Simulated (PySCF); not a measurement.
## MCl cations for M along group 13

PBE with double-zeta basis sets in PySCF, for the lowest determinant that a PBE0 search found; no spin–orbit coupling. De refers to high-spin ground-configuration atoms (the charge goes to the atom of lower measured ionisation energy or higher electron affinity, which is not always the lowest computed limit). A positive dipole points towards Cl; it is taken about the centre of mass and depends on that origin.

| M | basis | charged atom | state (unpaired electrons) | Re (Å) | ωe (cm⁻¹) | De (eV) | μ (D) |
| --- | --- | --- | --- | --- | --- | --- | --- |
| B | aug-cc-pVDZ/aug-cc-pV(D+d)Z | B+ | doublet (σ ↑) | 1.617 | 1111 | 4.43 | -2.61 |
| Al | def2-SVP | Al+ | doublet (σ ↑) | 2.056 | 571 | 2.21 | -5.59 |
| Ga | cc-pVDZ-PP/cc-pV(D+d)Z | Ga+ | doublet (σ ↑) | 2.158 | 358 | 0.91 | -2.81 |
| In | x2c-SVPall | In+ | doublet (σ ↑) | 2.359 | 310 | 0.90 | -2.69 |
| Tl | def2-SVP | Tl+ | doublet (π ↑) | 3.160 | 107 | n/a | -0.07 |

The shortest bond is that of BCl⁺ (1.617 Å), the longest that of TlCl⁺ (3.160 Å).

The rows differ in basis set, which adds steps of its own.

The state changes along the series, so neighbouring rows are not always alike in their bonding.

Spin–orbit coupling is left out, which matters for elements this heavy, above all for dissociation energies. For an ion De counts to the pair picked by the measured ionisation energies or electron affinities, which need not be the lowest pair at this level. States were picked by a PBE0 search and need not be the measured ground states.
